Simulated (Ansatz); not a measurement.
Stepwise reaction of `[CH3][W]([CH3])(=[O])=[S]` with water, as a gas-phase model of exchange steps in deposition or etching. ΔE in kJ/mol; ΔG adds harmonic PBE0-D4 terms to CCSD(T)/CBS, at 1 bar.

Calculated with Ansatz (gas phase, PBE0-D4/def2-TZVP geometries, no zero-point term in ΔE). CCSD(T)/CBS is the MP2 limit (def2-TZVPP, def2-QZVPP) plus CCSD(T) − MP2 in def2-TZVPP, frozen cores. This one scheme is used for every species. Functionals use def2-TZVPP. B3LYP here is the variant with VWN-RPA as its local correlation; programs differ in this. Elements past krypton have def2 core potentials. For W outer-core shells are correlated without core-valence functions, which leaves a few kJ/mol of doubt a bond. One conformer a species, not always the lowest.

```tsv
step	reaction	PBE-D4	B3LYP-D4	ωB97M-V	CCSD(T)/CBS	ΔG(600 K)
1	`[CH3][W]([CH3])(=[O])=[S]` + H₂O → `[CH3][W](=[O])([OH])=[S]` + CH₄	-131.3	-137.0	-134.6	-126.5	-109.8
2	`[CH3][W](=[O])([OH])=[S]` + H₂O → `[O]=[W]([OH])([OH])=[S]` + CH₄	-110.8	-114.2	-108.1	-99.1	-90.0
```

Task: By hand: ΔE of the 2 steps together at CCSD(T)/CBS.

Result: (-126.5) + (-99.1) = -225.6 kJ/mol, or -112.8 kJ/mol a step.

In ΔE each step is higher than the one before. All are downhill at CCSD(T)/CBS. ΔG lies between -109.8 and -90.0 kJ/mol a step. PBE-D4 differs from CCSD(T)/CBS by -11.7 to -4.8 kJ/mol a step. Only this route is followed, and other bonds may react first. Isolated molecules leave out the surface, adducts and barriers. Largest T1 diagnostic: 0.023.
